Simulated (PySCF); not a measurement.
Functional benchmark on one molecule

Molecule: 2-methyl-1-fluorobenzene (c1c(C)c(F)ccc1, C₇H₇F).

Atom-mapped SMILES (the numbers label the heavy atoms): `[CH3:1][c:2]1[cH:3][cH:4][cH:5][cH:6][c:7]1[F:8]`; H(Xn) means a hydrogen on atom n.

Geometry PBE0-D3(BJ)/def2-SVP throughout; GIAO in PySCF 2.14, gas phase, one conformer, non-relativistic; equivalent atoms averaged; basis pcSseg-1.

Reference values (measured; G. Saielli, R. Bini, A. Bagno, Computational 19F NMR. 2. Organic compounds, RSC Adv. 2014, ESI (exp. from Berger-Braun-Kalinowski 1994 and Everett 1995)): δ(F8) = -118.2 ppm vs CFCl3. Computed shifts are taken against CFCl3, calculated as an isolated molecule at each level.

Q: How do the functionals LDA, PBE, BP86, OPBE, KT2, B3LYP, PBE0, mPW1PW91, CAM-B3LYP perform against the reference? Times are CPU seconds on 1 thread of an Arm Neoverse V1, shared host; the GGAs took longer than the global hybrids here, which isn't the general rule, and the cause wasn't traced.

A: 
| functional | kind | F8 | abs. error F | core-s |
| --- | --- | --- | --- | --- |
| LDA | LDA | -126.5 | 8.3 | 24 |
| PBE | GGA | -121.0 | 2.8 | 28 |
| BP86 | GGA | -123.7 | 5.5 | 29 |
| OPBE | GGA | -113.3 | 4.9 | 30 |
| KT2 | GGA | -134.9 | 16.7 | 30 |
| B3LYP | global hybrid | -116.1 | 2.1 | 19 |
| PBE0 | global hybrid | -113.4 | 4.8 | 20 |
| mPW1PW91 | global hybrid | -113.6 | 4.6 | 21 |
| CAM-B3LYP | range-separated hybrid | -110.3 | 7.9 | 24 |

For $^{19}$F the closest is B3LYP (2.1 ppm) and the furthest KT2 (16.7 ppm). One molecule is a small sample, and vibrational and solvent effects are absent from the calculation.
